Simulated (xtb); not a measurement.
xtb input:

```bash
xtb mol.xyz --gfn 1 --sp --chrg 1 --uhf 0
```
mol.xyz:
```
14

Si     0.04663164    -0.02281572    -0.19362470
C      1.63097857    -0.94417281    -0.13321859
C     -1.47188882    -0.87602360    -0.75828865
O     -0.31092106     0.32935015     1.62339536
O      0.09180014     1.53311775    -0.63018685
H      1.51715520    -1.89120637     0.39929621
H      2.42227751    -0.36874645     0.34967653
H      1.95371611    -1.18327200    -1.15008775
H     -1.36410311    -1.13255275    -1.81560871
H     -2.35095587    -0.23705711    -0.66082189
H     -1.64461099    -1.80815509    -0.21584108
H     -0.72849961    -0.29279092     2.23974158
H      0.89117240     2.00908981    -0.87496915
H     -0.55056555     1.24554647     1.84273554
```

Q: What final total energy does it print?

A: -19.99879 Eh (GFN1-xTB).

It need not be the lowest isomer of its formula.
